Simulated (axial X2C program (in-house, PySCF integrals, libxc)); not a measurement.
Outer orbitals of SnSe at 2.331 Å, PBE

Computed with an axial X2C code built on PySCF integrals. Spin-free means the one-electron spin-free X2C Hamiltonian; two-component (2c) means X2C with spin–orbit coupling and atomic mean-field two-electron Coulomb and Gaunt terms, so the difference of the two also holds small scalar two-electron terms. Basis: Sn dyall-cv3z [11s12p9d4f1g], Se dyall-cv3z [8s9p6d4f1g] (cores contracted in-house); Gaussian nuclei, density fitting, unrestricted open shells. Masses: Sn 119.902 u, Se 79.917 u.

The distance is close to the 2c PBE0 minimum; the highest filled and lowest empty levels are listed.

Spin-free orbitals, state M_S = 0, Λ = 0 (closed shell) (Löwdin shares):

```json
{"symmetry": "δ+α", "occupied": "yes", "ε (eV)": "-26.20", "atomic character": "100% Sn d"}
{"symmetry": "δ-α", "occupied": "yes", "ε (eV)": "-26.20", "atomic character": "100% Sn d"}
{"symmetry": "σα", "occupied": "yes", "ε (eV)": "-26.12", "atomic character": "99% Sn d"}
{"symmetry": "π+α", "occupied": "yes", "ε (eV)": "-26.04", "atomic character": "100% Sn d"}
{"symmetry": "π-α", "occupied": "yes", "ε (eV)": "-26.04", "atomic character": "100% Sn d"}
{"symmetry": "σα", "occupied": "yes", "ε (eV)": "-16.75", "atomic character": "73% Se s, 11% Sn s, 9% Sn p"}
{"symmetry": "σα", "occupied": "yes", "ε (eV)": "-10.82", "atomic character": "63% Sn s, 24% Se p, 8% Se s"}
{"symmetry": "σα", "occupied": "yes", "ε (eV)": "-6.28", "atomic character": "47% Se p, 36% Sn p, 13% Sn s"}
{"symmetry": "π-α", "occupied": "yes", "ε (eV)": "-6.12", "atomic character": "71% Se p, 24% Sn p, 4% Sn d"}
{"symmetry": "π+α", "occupied": "yes", "ε (eV)": "-6.12", "atomic character": "71% Se p, 24% Sn p, 4% Sn d"}
{"symmetry": "π-α", "occupied": "no", "ε (eV)": "-3.20", "atomic character": "71% Sn p, 20% Se p, 4% Sn d"}
{"symmetry": "π+α", "occupied": "no", "ε (eV)": "-3.20", "atomic character": "71% Sn p, 20% Se p, 4% Sn d"}
{"symmetry": "σα", "occupied": "no", "ε (eV)": "-0.53", "atomic character": "55% Sn p, 20% Sn d, 11% Se p"}
{"symmetry": "σα", "occupied": "no", "ε (eV)": "0.97", "atomic character": "84% Sn s, 7% Se d, 3% Sn d"}
```

One partner of each degenerate Kramers or spin pair is listed.

Spinors with spin–orbit coupling (state Ω = 0):

```
  ω  occupied  ε (eV)              atomic character     λ mixture
3/2       yes  -26.75                     100% Sn d  85% δ, 15% π
1/2       yes  -26.65                      99% Sn d  56% π, 44% σ
5/2       yes  -25.80                     100% Sn d        100% δ
1/2       yes  -25.69                      99% Sn d  56% σ, 44% π
3/2       yes  -25.67                     100% Sn d  85% π, 15% δ
1/2       yes  -16.75   73% Se s, 11% Sn s, 9% Sn p        100% σ
1/2       yes  -10.81   63% Sn s, 24% Se p, 8% Se s        100% σ
1/2       yes   -6.30  54% Se p, 31% Sn p, 11% Sn s  81% σ, 19% π
1/2       yes   -6.23   64% Se p, 29% Sn p, 3% Sn d  82% π, 18% σ
3/2       yes   -6.00   71% Se p, 23% Sn p, 4% Sn d        100% π
1/2        no   -3.32   70% Sn p, 21% Se p, 4% Sn d   99% π, 1% σ
3/2        no   -3.04   72% Sn p, 20% Se p, 4% Sn d        100% π
1/2        no   -0.52  55% Sn p, 20% Sn d, 11% Se p        100% σ
1/2        no    0.98    84% Sn s, 7% Se d, 3% Sn d        100% σ
```

One partner of each degenerate Kramers or spin pair is listed.

(1) How does the gap between the highest filled and lowest empty level change from the spin-free to the 2c table?

Mulliken charges and populations of the two-component result (they depend on the basis, above all on diffuse functions):

Sn 0.39 e (s 9.93 p 19.59 d 20.07 f 0.02), Se -0.39 e (s 7.95 p 16.39 d 10.04).

One determinant describes the state; a PBE0 search over occupations chose it and may have missed a lower one.

## Answers

(1) From 2.92 to 2.68 eV at PBE, a change of -0.24 eV.
